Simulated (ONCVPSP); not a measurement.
# Transferability test, ONCV potential for Cd (Z = 48)

cadmium (Cd), optimised norm-conserving Vanderbilt (ONCV), made with ONCVPSP 4.0.1 (PBEsol, fully relativistic). Core [Ar] 3d10, reference 4s2 4p6 4d10 5s1.5 5p0.5. Waves: 4s+5s: rc 1.20 bohr, ncon 4, nbas 7, qcut 9 1/bohr, 2 projectors; 4p+5p: rc 1.55 bohr, ncon 3, nbas 7, qcut 8 1/bohr, 2 projectors; 4d: rc 1.80 bohr, ncon 5, nbas 10, qcut 7.2 1/bohr, 2 projectors, debl 3.6 Ha. Local part: polynomial inside 0.95 bohr (lpopt 5, dvloc0 3 Ha). Core correction: Teter function fitted to the true core (icmod 2), fcfact 0.5.

Open shells are filled in proportion to 2j + 1.

Energies are relative to the spin-unpolarised reference configuration 4s2 4p6 4d10 5s1.5 5p0.5; without spin polarisation the order of configurations can differ from experiment. Not all tests gave a result: 1 of 4 tests not solved or not reliable.

```csv
valence configuration,charge,ΔE all-electron (eV),error AE − PS (meV)
4s2 4p6 4d10 5s2 5p0,0,-2.319,-0.1
4s2 4p6 4d10 5s1 5p0,+1,6.992,+0.5
4s2 4p6 4d10 5s0 5p2,0,7.433,+0.8
```
